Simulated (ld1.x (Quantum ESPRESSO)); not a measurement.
Ranking RRKJ potentials for Fe

All share these settings but for the change named:

| Item | Value |
| --- | --- |
| Element | Fe |
| Generator | ld1.x (Quantum ESPRESSO) 7.5 |
| Type | norm-conserving RRKJ (Kleinman–Bylander form) |
| Functional | PBE |
| Relativity | scalar-relativistic |
| Frozen core | [Ar] |
| Valence charge | 8 |
| Reference configuration | 3d6.5 4s1.5 4p0 |
| Partial waves | 4s (bound): rc 2.10 bohr; 4p (bound, empty): rc 3.45 bohr; 3d (bound): rc 1.10 bohr |
| Local potential | all-electron potential smoothed inside 2.40 bohr (lloc = -1) |
| Core correction | none |
| rho0 | 0.005 |

Test errors are all-electron minus pseudo excitation energies from the reference, over 3d6 4s2 4p0; 3d6 4s1 4p0; 3d6 4s0 4p0; 3d6 4s1 4p1; 3d5 4s0 4p0; 3d6 4s0 4p2; 3d6 4s1.5 4p0. None of these files shows a bound ghost.

The base gives 200.4 meV.

Of 10 variants that were run, those that failed, showed a ghost or another fault, or gave nearly equal values are left out.

A variant can come out equal or close to the base, since the largest error may sit in a test that the change hardly touches while other tests move.

**Question.** Rank these variants by their largest absolute test error, smallest first.
A. core correction a·sin(br)/r model core inside 0.76 bohr
B. wave 3d (bound): rc 1.10 bohr becomes 3d (bound): rc 1.16 bohr
C. all radii scaled by about 1.19 (s 2.50, p 4.12, d 1.32 bohr); local potential all-electron potential smoothed inside 2.86 bohr (lloc = -1)

**Answer.** B (195.0 meV), C (355.0 meV), A (613.8 meV).
